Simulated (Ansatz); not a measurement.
Spin states of O2Os (SMILES [O]=[Os]=[O]), each relaxed with B3LYP-D3(BJ)/def2-TZVP.
State 1 (charge 0, multiplicity 3):
```xyz
3

Os     0.25808    -0.20652     0.26031
O      1.04510     0.31357    -1.14851
O     -1.33635    -0.05968     0.81788
```
State 2 (charge 0, multiplicity 1):
```csv
atom,x (Å),y (Å),z (Å)
Os,0.3126,-0.2516,0.3178
O,0.9551,0.3262,-1.1254
O,-1.3009,-0.0273,0.7373
```

Singlets are restricted, other states unrestricted; no spin–orbit coupling, no relativity up to Kr; see below for the cores. The largest T1 diagnostic is 0.053.

Correlated levels freeze the inner cores; with def2 sets outer-core shells near the valence are correlated too.

Codes used: Ansatz (a quantum-chemistry and plane-wave program). Each number belongs to the level named beside it. In def2 rows elements past Kr take small-core potentials, without spin–orbit coupling.

Question: One of these levels gives 0.753 eV for the energy of the multiplicity-1 state less that of the multiplicity-3 state. Which?
A. B2PLYP/def2-TZVPP
B. r2SCAN/def2-TZVPP
C. PBE/def2-TZVPP
D. wB97X-V/def2-TZVPP

Answer: B, r2SCAN/def2-TZVPP. The others give 0.519 (PBE/def2-TZVPP), 0.575 (wB97X-V/def2-TZVPP), 0.471 (B2PLYP/def2-TZVPP)

Doubts at one or more of the structures used: a restricted determinant that unrestricted orbitals would lower (B2PLYP/def2-TZVPP).
